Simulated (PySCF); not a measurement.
**Working with the constants of HfN⁺**

ROHF-CCSD(T) constants of HfN⁺, triplet, unpaired electrons σ ↑, π ↑ (PySCF, scalar-relativistic core potentials, basis sets Hf def2-TZVPPD with ECP60, N def2-TZVPPD; masses 179.9465 and 14.0031 u):

```
ωe                      : 832.2 cm⁻¹
ωexe                    : 3.79 cm⁻¹
Be                      : 0.37986 cm⁻¹
αe                      : 0.00211 cm⁻¹
De to Hf⁺ (5d1 6s2) + N : 3.28 eV
```

Task: What force constant and bond length do these constants imply?

Result: Reduced mass μred = 12.992 u; k = 5.8918×10⁻⁷·μred·ωe² (u, cm⁻¹, mdyn/Å) = 5.30 mdyn/Å; Re = √(16.8576/(μred·Be)) (u, cm⁻¹, Å) = 1.848 Å.

Task: Estimate the centrifugal constant D from the Kratzer relation and find the Dunham coefficient a1.

Result: D = 4Be³/ωe² = 3.17e-07 cm⁻¹; a1 = −1 − αeωe/(6Be²) = -3.03.

Correlated steps freeze 1 core orbital. These are scalar-relativistic numbers at best; spin–orbit coupling would shift them, the dissociation energy most. For an ion De counts to the pair picked by the measured ionisation energies or electron affinities, which need not be the lowest pair at this level. With d or f electrons several states lie close, and the lowest PBE0 determinant need not be the measured ground state.
